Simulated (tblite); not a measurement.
Record of a relaxation.

Species: C5H10FOSi (doublet state).
SMILES with atom numbers: `[CH3:1][O:2]/[C:3]([SiH2:4])=[CH:5]\[CH2:6][CH2:7][F:8]` (hydrogens: H9, H10, H11 on C1; H12, H13 on Si4; H14 on C5; H15, H16 on C6; H17, H18 on C7)
Bond orders are those of one Lewis drawing.

Computed with GFN2-xTB (tblite), gas phase: L-BFGS steps from a force-field or distance-geometry start until the largest atomic force falls under 0.01 eV/Å. 7 of its 101 geometries are shown.

Step 0: E = -713.4784 eV, largest atomic force 1.698 eV/Å
```
atom  x, y, z in Å  |  force x, y, z in eV/Å
C1     -1.905   -1.528   -0.742   -1.291   0.444   0.917
O2     -0.840   -1.025    0.026    0.229  -0.595   0.134
C3     -0.689    0.350    0.122   -1.495  -0.536  -0.600
Si4    -2.101    1.528    0.077   -0.940  -0.074  -0.185
C5      0.535    0.815    0.235    1.314   0.489   0.354
C6      1.650   -0.162    0.249    1.443  -0.080   0.672
C7      2.582    0.134   -0.936   -0.301  -0.949   0.763
F8      3.042    1.419   -0.759    0.266  -0.472  -0.756
H9     -1.933   -2.640   -0.745    0.647   0.792  -0.110
H10    -1.878   -1.087   -1.754   -0.221  -0.398   0.311
H11    -2.849   -1.234   -0.186    0.518  -0.308  -0.926
H12    -1.888    2.670   -0.789    0.037   0.103   0.048
H13    -3.346    0.799   -0.217   -0.002   0.452   0.084
H14     0.745    1.893    0.296   -0.070  -0.783   0.077
H15     1.321   -1.194    0.132   -0.293   0.141   0.111
H16     2.205   -0.106    1.222   -0.225   0.085  -0.725
H17     1.928    0.002   -1.822    0.773   0.626  -0.019
H18     3.416   -0.626   -0.950   -0.388   1.061  -0.150
```

Step 17: E = -713.9954 eV, largest atomic force 0.123 eV/Å
```
atom  x, y, z in Å  |  force x, y, z in eV/Å
C1     -1.986   -1.546   -0.703    0.011  -0.032  -0.062
O2     -0.930   -1.050    0.072   -0.051  -0.032  -0.008
C3     -0.736    0.322    0.080    0.049  -0.044   0.001
Si4    -2.173    1.498   -0.014    0.048   0.012   0.027
C5      0.530    0.748    0.269    0.018  -0.052  -0.023
C6      1.722   -0.163    0.278   -0.006   0.030  -0.084
C7      2.623    0.117   -0.927   -0.010   0.012   0.015
F8      3.156    1.384   -0.851   -0.006  -0.060  -0.033
H9     -1.841   -2.624   -0.758    0.010  -0.023   0.018
H10    -1.963   -1.134   -1.718   -0.038   0.020  -0.011
H11    -2.966   -1.345   -0.259    0.023   0.010   0.049
H12    -1.888    2.732   -0.718    0.039   0.031   0.034
H13    -3.522    0.998   -0.227    0.010   0.005  -0.014
H14     0.730    1.805    0.363   -0.038  -0.032  -0.035
H15     1.391   -1.201    0.211    0.027   0.080   0.090
H16     2.315   -0.024    1.189   -0.092  -0.004  -0.044
H17     2.056    0.066   -1.865    0.055   0.035   0.064
H18     3.473   -0.577   -0.964   -0.049   0.043   0.015
```

Step 33: E = -714.0192 eV, largest atomic force 0.062 eV/Å
```
atom  x, y, z in Å  |  force x, y, z in eV/Å
C1     -2.028   -1.589   -0.709    0.005  -0.004   0.001
O2     -0.938   -1.097    0.023    0.012   0.000  -0.047
C3     -0.751    0.272    0.032    0.022   0.013   0.033
Si4    -2.153    1.488    0.006   -0.032   0.004  -0.030
C5      0.504    0.733    0.211    0.039  -0.015  -0.043
C6      1.727   -0.123    0.277    0.030  -0.043  -0.023
C7      2.648    0.125   -0.916   -0.005   0.014  -0.017
F8      3.206    1.381   -0.845    0.006  -0.013  -0.012
H9     -1.873   -2.665   -0.795   -0.008   0.015   0.008
H10    -2.069   -1.153   -1.714   -0.015   0.001   0.046
H11    -2.981   -1.409   -0.200    0.019   0.019   0.014
H12    -1.756    2.768   -0.551   -0.047  -0.005   0.040
H13    -3.510    1.061   -0.284   -0.002   0.005  -0.048
H14     0.662    1.799    0.260    0.002   0.014   0.020
H15     1.435   -1.172    0.277    0.002  -0.038   0.006
H16     2.289    0.090    1.190   -0.004   0.002   0.017
H17     2.094    0.082   -1.860    0.006   0.004  -0.008
H18     3.484   -0.585   -0.943   -0.030   0.027   0.044
```

Step 50: E = -714.0627 eV, largest atomic force 0.127 eV/Å
```
atom  x, y, z in Å  |  force x, y, z in eV/Å
C1     -2.090   -1.593   -0.653   -0.004   0.035   0.020
O2     -0.844   -1.112   -0.235   -0.073  -0.068  -0.052
C3     -0.724    0.256   -0.109    0.069  -0.036   0.002
Si4    -2.192    1.390   -0.068   -0.029   0.122   0.021
C5      0.512    0.743    0.134    0.004   0.010   0.000
C6      1.745   -0.097    0.264    0.014  -0.009  -0.046
C7      2.715    0.117   -0.900   -0.003   0.004  -0.019
F8      3.255    1.382   -0.850   -0.010  -0.012  -0.021
H9     -1.994   -2.672   -0.767    0.053   0.019   0.039
H10    -2.380   -1.157   -1.617   -0.040  -0.040   0.035
H11    -2.864   -1.374    0.094   -0.017  -0.028  -0.059
H12    -1.859    2.804   -0.028    0.002  -0.115  -0.016
H13    -3.426    1.060   -0.767    0.063   0.021  -0.012
H14     0.638    1.808    0.214    0.035   0.065   0.047
H15     1.464   -1.148    0.291    0.002  -0.035  -0.032
H16     2.265    0.154    1.193    0.011   0.017  -0.026
H17     2.212    0.026   -1.868   -0.054   0.041   0.018
H18     3.560   -0.581   -0.868   -0.024   0.008   0.099
```

Step 67: E = -714.0748 eV, largest atomic force 0.041 eV/Å
```
atom  x, y, z in Å  |  force x, y, z in eV/Å
C1     -2.099   -1.605   -0.640    0.009   0.011   0.009
O2     -0.838   -1.097   -0.308   -0.009  -0.021  -0.003
C3     -0.727    0.264   -0.118    0.031  -0.019  -0.020
Si4    -2.201    1.395   -0.057    0.012   0.006  -0.038
C5      0.504    0.746    0.152    0.018  -0.011   0.005
C6      1.738   -0.097    0.253    0.013   0.000   0.003
C7      2.709    0.124   -0.905   -0.007   0.020  -0.009
F8      3.238    1.394   -0.868   -0.019   0.028   0.009
H9     -1.976   -2.686   -0.715   -0.018   0.013   0.016
H10    -2.454   -1.218   -1.602    0.010  -0.004   0.025
H11    -2.840   -1.373    0.136    0.007  -0.012  -0.025
H12    -1.837    2.795    0.028    0.003   0.005   0.012
H13    -3.349    1.108   -0.907    0.011   0.006   0.004
H14     0.631    1.808    0.290   -0.001  -0.017   0.006
H15     1.459   -1.151    0.257   -0.016   0.006   0.003
H16     2.263    0.137    1.183    0.003  -0.001   0.011
H17     2.208    0.023   -1.872   -0.008  -0.002  -0.008
H18     3.562   -0.562   -0.847   -0.039  -0.007   0.003
```

Step 83: E = -714.0785 eV, largest atomic force 0.046 eV/Å
```
atom  x, y, z in Å  |  force x, y, z in eV/Å
C1     -2.096   -1.612   -0.628   -0.001   0.000   0.005
O2     -0.827   -1.102   -0.342    0.017  -0.014   0.000
C3     -0.718    0.255   -0.130    0.008   0.000  -0.009
Si4    -2.182    1.400   -0.103   -0.017  -0.003   0.005
C5      0.506    0.732    0.177    0.005   0.005  -0.006
C6      1.739   -0.110    0.264    0.002  -0.003  -0.001
C7      2.685    0.140   -0.908   -0.001   0.009   0.002
F8      3.186    1.421   -0.867    0.004   0.003   0.000
H9     -1.985   -2.695   -0.668   -0.002  -0.011  -0.004
H10    -2.474   -1.254   -1.591    0.004   0.008  -0.017
H11    -2.816   -1.351    0.156   -0.041   0.006   0.021
H12    -1.810    2.791    0.063   -0.007  -0.003  -0.009
H13    -3.299    1.146   -1.000    0.018   0.005   0.001
H14     0.631    1.792    0.329    0.002  -0.005   0.012
H15     1.462   -1.164    0.252   -0.002  -0.003   0.010
H16     2.273    0.112    1.192    0.012   0.002  -0.005
H17     2.165    0.038   -1.866    0.012  -0.005   0.008
H18     3.550   -0.532   -0.872   -0.013   0.009  -0.013
```

Step 100: E = -714.0796 eV, largest atomic force 0.009 eV/Å
```
atom  x, y, z in Å  |  force x, y, z in eV/Å
C1     -2.103   -1.611   -0.626    0.002   0.002  -0.001
O2     -0.833   -1.113   -0.320    0.001  -0.001   0.008
C3     -0.716    0.244   -0.112    0.004   0.003  -0.008
Si4    -2.176    1.396   -0.102   -0.004   0.006   0.001
C5      0.507    0.721    0.196    0.003   0.000  -0.003
C6      1.746   -0.115    0.270    0.002   0.001   0.000
C7      2.675    0.149   -0.914    0.000   0.000  -0.003
F8      3.170    1.433   -0.867    0.003  -0.002  -0.001
H9     -2.004   -2.696   -0.659    0.001   0.002   0.002
H10    -2.456   -1.254   -1.600    0.002  -0.001  -0.001
H11    -2.838   -1.336    0.141   -0.003  -0.001   0.000
H12    -1.798    2.788    0.040   -0.001  -0.005   0.003
H13    -3.272    1.142   -1.026    0.000   0.001  -0.001
H14     0.632    1.780    0.352   -0.007  -0.003   0.002
H15     1.476   -1.170    0.261    0.006   0.002  -0.002
H16     2.293    0.111    1.189   -0.005  -0.004   0.005
H17     2.144    0.054   -1.866   -0.004  -0.002  -0.002
H18     3.544   -0.517   -0.897    0.001   0.001   0.001
```

**Question.** Summarise the path.

**Answer.** The energy falls by 0.6012 eV from step 0 to step 100; nine tenths of that is first reached at step 34. It falls at every step. The largest force goes from 1.698 to 0.009 eV/Å. Among the bonds C1–H11 changes most, from 1.134 to 1.097 Å; the atoms move by 0.379 Å rms after alignment.

**Question.** Follow the three bonds and two angles with the largest change from start to end.

**Answer.** 
| step | E above end (eV) | largest force (eV/Å) | C1–H11 (Å) | C3=C5 (Å) | C7–H18 (Å) | C3–Si4–H13 (°) | C6–C7–H17 (°) |
| --- | --- | --- | --- | --- | --- | --- | --- |
| 0 | 0.6012 | 1.698 | 1.134 | 1.314 | 1.128 | 109.7 | 103.6 |
| 4 | 0.2202 | 0.428 | 1.088 | 1.338 | 1.085 | 111.2 | 110.0 |
| 9 | 0.1235 | 0.293 | 1.092 | 1.346 | 1.098 | 117.2 | 110.3 |
| 13 | 0.0943 | 0.172 | 1.094 | 1.348 | 1.093 | 120.3 | 110.8 |
| 17 | 0.0842 | 0.123 | 1.094 | 1.349 | 1.097 | 120.5 | 111.2 |
| 22 | 0.0761 | 0.093 | 1.095 | 1.347 | 1.095 | 120.3 | 111.4 |
| 26 | 0.0706 | 0.106 | 1.093 | 1.348 | 1.096 | 120.3 | 111.6 |
| 30 | 0.0634 | 0.089 | 1.096 | 1.348 | 1.095 | 120.9 | 111.7 |
| 35 | 0.0588 | 0.080 | 1.094 | 1.350 | 1.096 | 121.5 | 111.0 |
| 39 | 0.0520 | 0.157 | 1.096 | 1.348 | 1.092 | 122.9 | 110.9 |
| 43 | 0.0394 | 0.108 | 1.096 | 1.349 | 1.097 | 123.4 | 111.3 |
| 48 | 0.0229 | 0.111 | 1.095 | 1.349 | 1.094 | 122.5 | 111.8 |
| 52 | 0.0131 | 0.068 | 1.097 | 1.350 | 1.097 | 120.7 | 111.1 |
| 57 | 0.0093 | 0.049 | 1.097 | 1.351 | 1.095 | 119.9 | 111.8 |
| 61 | 0.0076 | 0.063 | 1.097 | 1.349 | 1.095 | 118.8 | 111.8 |
| 65 | 0.0056 | 0.062 | 1.096 | 1.350 | 1.096 | 119.0 | 111.4 |
| 70 | 0.0036 | 0.051 | 1.097 | 1.349 | 1.096 | 118.9 | 111.5 |
| 74 | 0.0025 | 0.044 | 1.097 | 1.349 | 1.096 | 119.5 | 111.5 |
| 78 | 0.0018 | 0.028 | 1.098 | 1.349 | 1.095 | 119.5 | 111.6 |
| 83 | 0.0011 | 0.046 | 1.096 | 1.349 | 1.096 | 119.2 | 111.2 |
| 87 | 0.0007 | 0.021 | 1.097 | 1.349 | 1.095 | 119.1 | 111.2 |
| 91 | 0.0005 | 0.020 | 1.097 | 1.349 | 1.095 | 118.9 | 111.2 |
| 96 | 0.0002 | 0.023 | 1.097 | 1.349 | 1.095 | 118.8 | 111.4 |
| 100 | 0.0000 | 0.009 | 1.097 | 1.348 | 1.095 | 118.7 | 111.3 |

The cost below is that of the whole relaxation. Time: 1.1 s of wall time. Hardware: Arm Neoverse N1, one thread, shared host with 64 logical CPUs at a one-minute load of 46.
